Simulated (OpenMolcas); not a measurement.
Pd5+ among 6 point charges of -1.1 e arranged as an octahedron (Oh), 1.95 Å from the ion.
```
   1.9500    0.0000    0.0000  -1.10
   0.0000    1.9500    0.0000  -1.10
  -1.9500    0.0000    0.0000  -1.10
   0.0000   -1.9500    0.0000  -1.10
   0.0000    0.0000    1.9500  -1.10
   0.0000    0.0000   -1.9500  -1.10
```

```json
{
 "Program": "OpenMolcas 26.06",
 "Method": "CASSCF",
 "Basis": "ANO-RCC-VDZP [6s5p3d1f]",
 "Scalar Hamiltonian": "DKH2, point nucleus",
 "Active space": "5 electrons in 5 orbitals (4d)",
 "State averaging": "2S+1 = 6 even, 1 root; 2S+1 = 4 even, 24 roots; 2S+1 = 2 even, 75 roots",
 "Spin-orbit coupling": "state interaction with AMFI integrals over the reference wave functions"
}
```

Q: What is the spin-free ground state (labels of O, the rotations of Oh)?

A: 6A1, 1-fold in its orbital part, 100 % from free-ion S terms; it has the highest spin that d5 allows.

Q: What are the lowest two levels with spin-orbit coupling?

A: A 2-fold level Γ7 with g = 3.33, 3.33, 3.33, then a 4-fold level Γ8 0.3 cm-1 above it. Their leading multiplicities are 6 (99 %) and 6 (99 %).

Q: What is χT at 300 K, and how does it compare with the textbook value?

A: The lowest level has 2S+1 = 6, for which the spin-only value is χT = S(S+1) / 2 = 4.375 cm3 K/mol (g = 2). The computed 4.361 at 300 K differs by -0.014, through a little spin-orbit mixing out of the ground term, against the free-electron g of 2.0023, which raises it.

Q: Which ligand-field parameters describe the states?

A: A least-squares ligand-field fit to the states below 45000 cm-1, each weighted by its degeneracy and with a free common offset, gives 10Dq = 2995 cm-1, B = 1085 cm-1 and C = 4441 cm-1 (C/B = 4.09), with an rms deviation of 27 cm-1. 

Without dynamic correlation the repulsion within the d shell is too large (B by tens of per cent), so at a given field states of lower spin stand too high. Point charges give a weaker field than real ligands, and real ions of this kind are as a rule low spin; the high spin found here belongs to the model. This field is weak: 10Dq is about 2995 cm-1, while octahedral complexes of 4d ions of charge 3 and more, computed by the same method with explicit ligands, had a median near 25000 cm-1. Ground spin and moment need not be those of a real site. This is an electrostatic model: the charges have no orbitals. No measured value stands beside these numbers.
